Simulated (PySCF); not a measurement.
**How methods differ on the excitation energy of Zr⁺**

Zr⁺ [Kr] 4d2 5s1 (4F) → Zr⁺ [Kr] 4d1 5s2 (2D), as a difference of total energies. Calculation: PySCF 2.14, in x2c-TZVPPall with one added diffuse shell each of s, p, d, f type (9s7p7d3f1g, 95 functions); scalar relativity by spin-free X2C-1e. Correlated levels: valence: [Kr] frozen; valence and next inner shell: [Ar] 3d10 frozen. The calculations carry no spin-orbit coupling.

| method | excitation energy (eV) |
| --- | --- |
| UHF | 2.317 |
| LDA | 1.727 |
| PBE | 1.982 |
| PBE0 | 2.054 |
| r2SCAN | 2.514 |
| BHandHLYP | 1.729 |
| CAM-B3LYP | 1.648 |
| wB97X | 1.245 |
| MP2 (valence) | 1.695 |
| SCS-MP2 (valence) | 1.395 |
| MP2 (valence and next inner shell) | 1.525 |
| SCS-MP2 (valence and next inner shell) | 1.340 |

Problem. How much does correlation contribute at MP2 (valence and next inner shell)?

Solution. 1.525 − (2.317) = -0.792 eV, measured against UHF.

A first-order spin-orbit estimate (lowest level to lowest level, LS coupling) adds 0.016 eV.

The Hartree-Fock determinant of the upper state isn't an eigenfunction of L²: it has lost the atom's symmetry, so its energy isn't that of a pure term.
